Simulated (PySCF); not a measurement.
Spectrum to structure. Computed with PySCF 2.14.0, density-fitted response routines, TDDFT PBE0/def2-SVPD, vertical, gas phase, core orbitals frozen in the response. Geometries: GFN2-xTB, one conformer each.

```tsv
state	E (eV)	λ (nm)	f
S1	4.23	292.8	0.021
S2	4.85	255.8	0.071
S3	4.99	248.3	0.334
S4	5.96	207.9	0.0017
S5	6.33	195.9	0.010
S6	6.37	194.5	0.047
```

Question: Which candidate is it? All have the formula C8H6FN.
A. `Cc1cc(C#N)ccc1F`
B. `Fc1ccn2ccccc12`
C. `C(=C\C#N)(/C#C)CC(F)=C`
D. `FC1=CC=C2C=CNC2=C1`

Answer: C. Its S1 lies at 4.23 eV; the nearest of the others has S1 at 4.83 eV. S1 is HOMO→LUMO (60%), HOMO-1→LUMO (36%). Löwdin shares by element: HOMO carbon 57% or more (atoms not listed hold the other 43%); LUMO carbon 56% or more, nitrogen 12% (atoms not listed hold the other 32%). At the same level the other candidates give, for their lowest levels:
- `Fc1ccc2cc[nH]c2c1`: 4.83 eV (f 0.088); 5.07 eV (f 0.021); 5.67 eV (f 0.002); 6.19 eV (f 0.408); 6.28 eV (f 0.002); T1 3.46 eV; HOMO -6.11, LUMO -0.54 eV
- `Fc1ccn2ccccc12`: 3.63 eV (f 0.038); 4.72 eV (f 0.029); 5.25 eV (f 0.000); 5.73 eV (f 0.001); 5.83 eV (f 0.670); T1 2.65 eV; HOMO -5.57, LUMO -0.98 eV
- `Cc1cc(C#N)ccc1F`: 5.15 eV (f 0.008); 5.60 eV (f 0.186); 6.48 eV (f 0.452); 6.56 eV (f 0.000); 6.72 eV (f 0.548); T1 3.72 eV; HOMO -7.65, LUMO -1.57 eV

The values belong to the conformer `[CH:1]#[C:2]/[C:3](=[CH:4]/[C:5]#[N:6])[CH2:7][C:8](=[CH2:9])[F:10]`: C2–C3–C7–C8 81°, C3–C7–C8–C9 94°.
Triplets come from the Tamm–Dancoff approximation.
